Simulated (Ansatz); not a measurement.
The cluster Hf₂Se₄ was relaxed with PBE-D4 (def2-SVP) in Ansatz in these states: charge +1 doublet, neutral quintet, neutral singlet, neutral triplet. The geometries follow in no particular order.

In the def2 sets Hf takes a core potential; there is no spin–orbit coupling.

A:

Cartesian coordinates in Å:
```
Hf -1.051 -0.953 0.177
Hf 1.048 0.951 -0.175
Se 2.066 0.143 -2.265
Se -1.350 1.272 -1.152
Se 1.349 -1.276 1.148
Se -2.061 -0.136 2.266
```

B:

Cartesian coordinates in Å:
```
Hf -0.455 -1.653 -0.149
Hf 0.454 1.648 0.148
Se 1.492 2.782 -1.644
Se -1.697 0.524 -0.654
Se 1.699 -0.528 0.646
Se -1.492 -2.773 1.653
```

C:

```xyz
6

Hf   -0.994    0.106   -1.748
Hf    0.416   -0.003    0.683
Se    1.625   -0.195    2.866
Se   -1.159    1.989   -0.035
Se    1.542   -0.141   -1.702
Se   -1.430   -1.756   -0.065
```

D:

Cartesian coordinates in Å:
```
Hf -1.3654 -0.3850 1.3689
Hf 0.6136 -0.0354 -0.9929
Se 2.5050 1.4257 -1.2091
Se 1.1183 -0.8980 1.4039
Se -1.0572 1.7057 -0.0332
Se -1.8143 -1.8130 -0.5377
```

Judge from the bond lengths which geometry belongs to which state (an estimate).

A is the neutral quintet (Hf1–Hf2 2.856 Å, Hf1–Se6 2.460 Å, Hf2–Se3 2.461 Å); B is the neutral singlet (Hf1–Hf2 3.436 Å, Hf1–Se6 2.362 Å, Hf2–Se3 2.362 Å); C is the neutral triplet (Hf1–Hf2 2.813 Å, Hf1–Se6 2.547 Å, Hf2–Se3 2.502 Å); D is the charge +1 doublet (Hf1–Hf2 3.101 Å, Hf1–Se6 2.424 Å, Hf2–Se3 2.400 Å).

At PBE-D4/def2-SVP the gap within one spin of the charge 0 triplet nearly closes, so an electron or hole may be smeared out by delocalisation error. At PBE0-D4/def2-TZVP a singlet lies 3.17 eV below the neutral quintet. At PBE0-D4/def2-TZVP a singlet lies 0.41 eV below the neutral triplet. These are the stationary points nearest to one start from a short search; other shapes may lie lower in each state.
